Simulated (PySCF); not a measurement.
Question: What does the GFN2-xTB structure of `CSC[C@H](C)CF` look like in three dimensions?

Answer: 
```xyz
18
C5H11FS angstrom
C      2.590   -0.823   -0.368
S      1.545    0.066   -1.558
C      0.398    0.903   -0.420
C     -0.634   -0.035    0.203
C     -1.567   -0.613   -0.856
C     -1.436    0.723    1.259
F     -0.620    1.110    2.296
H      2.961   -0.126    0.377
H      2.027   -1.624    0.101
H      3.417   -1.239   -0.934
H     -0.097    1.664   -1.024
H      0.995    1.391    0.352
H     -0.111   -0.852    0.710
H     -2.237   -1.350   -0.421
H     -2.164    0.176   -1.308
H     -0.982   -1.091   -1.637
H     -2.216    0.091    1.694
H     -1.878    1.636    0.849
```

Any rigid rotation of these coordinates is as good. Atoms count from 1 in this order. All 3 C–C bonds measure 1.524 to 1.527 Å. Of the pairs four or more bonds apart, S2···H16 is among the closest relative to their van der Waals radii: 2.78 Å, 93 % of the sum of Bondi's values.

Bonds between heavy atoms (Å): C1–S2 1.815, S2–C3 1.821, C3–C4 1.527, C4–C5 1.524, C4–C6 1.527, C6–F7 1.375.

Computed geometry: GFN2-xTB, gas phase.

Point group: C1 (no symmetry element, even within 0.4 Å). Not checked by GFN2-xTB frequencies. One conformer, not necessarily the lowest (C1–S2–C3–C4 -74°, S2–C3–C4–C5 -65°, C3–C4–C6–F7 -64°).
